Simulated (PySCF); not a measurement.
Species: C₅H₅F₃OS.
Atom-mapped SMILES: `[CH2:1]=[C:2]([CH2:3][CH:4]=[S:5])[O:6][C:7]([F:8])([F:9])[F:10]` (hydrogens: H11, H12 on C1; H13, H14 on C3; H15 on C4)

The same species was optimised twice, with GFN2-xTB and with PBE0-D3(BJ)/def2-SVP (PySCF), and the same property calculations (PySCF, gas phase) were run on both structures.

| coordinate | GFN2-xTB | PBE0-D3(BJ)/def2-SVP | change |
| --- | --- | --- | --- |
| O6–C7 (Å) | 1.320 | 1.350 | +0.030 |
| C2–O6 (Å) | 1.408 | 1.382 | -0.026 |
| C7–F10 (Å) | 1.342 | 1.329 | -0.013 |
| C1=C2 (Å) | 1.319 | 1.332 | +0.013 |
| C7–F9 (Å) | 1.343 | 1.331 | -0.012 |
| C7–F8 (Å) | 1.328 | 1.317 | -0.011 |
| C3–C4 (Å) | 1.493 | 1.500 | +0.007 |
| C2–C3 (Å) | 1.503 | 1.498 | -0.005 |
| C4=S5 (Å) | 1.610 | 1.612 | +0.002 |
| F9–C7–F10 (°) | 105.7 | 107.7 | +2.0 |
| O6–C7–F10 (°) | 114.1 | 112.2 | -1.9 |
| C2–C3–C4 (°) | 110.3 | 112.2 | +1.9 |
| O6–C7–F9 (°) | 114.2 | 112.3 | -1.9 |
| F8–C7–F10 (°) | 106.9 | 108.7 | +1.8 |
| F8–C7–F9 (°) | 106.8 | 108.6 | +1.8 |
| C2–O6–C7 (°) | 120.5 | 122.3 | +1.8 |
| O6–C7–F8 (°) | 108.7 | 107.2 | -1.5 |
| C1–C2–C3–C4 (°) | -104 | -111 | -7 |
| C2–C3–C4–S5 (°) | 126 | 131 | +5 |
| C1–C2–O6–C7 (°) | 4 | 9 | +5 |
| C2–O6–C7–F8 (°) | 178 | 177 | -1 |

Rotational constants: A = 2585, B = 508.4, C = 480.4 MHz (GFN2-xTB) against A = 2457, B = 518.1, C = 481.9 MHz (PBE0-D3(BJ)/def2-SVP). Point groups within 0.08 Å: C1 and C1.

On the GFN2-xTB structure: HOMO (eV) -6.80 [PBE0/pcSseg-1]; LUMO (eV) -2.53 [PBE0/pcSseg-1]; dipole (D) 1.60 [PBE0/pcSseg-1]; GIAO shielding of C1 (ppm) 83.9 [PBE0/pcSseg-1]; GIAO shielding of C2 (ppm) 29.5 [PBE0/pcSseg-1]; GIAO shielding of C3 (ppm) 122.3 [PBE0/pcSseg-1]; GIAO shielding of C4 (ppm) -75.4 [PBE0/pcSseg-1]; GIAO shielding of S5 (ppm) -622.3 [PBE0/pcSseg-1]; GIAO shielding of O6 (ppm) 156.5 [PBE0/pcSseg-1]; GIAO shielding of C7 (ppm) 57.2 [PBE0/pcSseg-1]; GIAO shielding of F8/F9/F10 (mean) (ppm) 243.6 [PBE0/pcSseg-1].

Q: What do these properties become on the PBE0-D3(BJ)/def2-SVP structure?

A: 
```tsv
property	level	on GFN2-xTB	on PBE0-D3(BJ)/def2-SVP	change
HOMO (eV)	PBE0/pcSseg-1	-6.80	-6.74	+0.06
LUMO (eV)	PBE0/pcSseg-1	-2.53	-2.48	+0.05
dipole (D)	PBE0/pcSseg-1	1.60	1.63	+0.03
energy, GFN2-xTB geometry as zero (kcal/mol)	PBE0/pcSseg-1	0.0	-1.2	-1.2
GIAO shielding of C1 (ppm)	PBE0/pcSseg-1	83.9	84.2	+0.3
GIAO shielding of C2 (ppm)	PBE0/pcSseg-1	29.5	29.4	-0.1
GIAO shielding of C3 (ppm)	PBE0/pcSseg-1	122.3	121.2	-1.1
GIAO shielding of C4 (ppm)	PBE0/pcSseg-1	-75.4	-76.8	-1.4
GIAO shielding of S5 (ppm)	PBE0/pcSseg-1	-622.3	-613.3	+9.0
GIAO shielding of O6 (ppm)	PBE0/pcSseg-1	156.5	149.0	-7.5
GIAO shielding of C7 (ppm)	PBE0/pcSseg-1	57.2	57.9	+0.7
GIAO shielding of F8/F9/F10 (mean) (ppm)	PBE0/pcSseg-1	243.6	249.9	+6.3
```

The heavy atoms differ by 0.085 Å rms after alignment. Among bonds between heavy atoms O6–C7 changes most (+0.030 Å). Changes are differences of the printed values. Neither structure is proved a minimum here.

Shape of the structure used: `[CH2:1]=[C:2]([CH2:3][CH:4]=[S:5])[O:6][C:7]([F:8])([F:9])[F:10]`: C1–C2–C3–C4 -111°, C2–C3–C4–S5 131°, C1–C2–O6–C7 9°, C2–O6–C7–F8 177°.
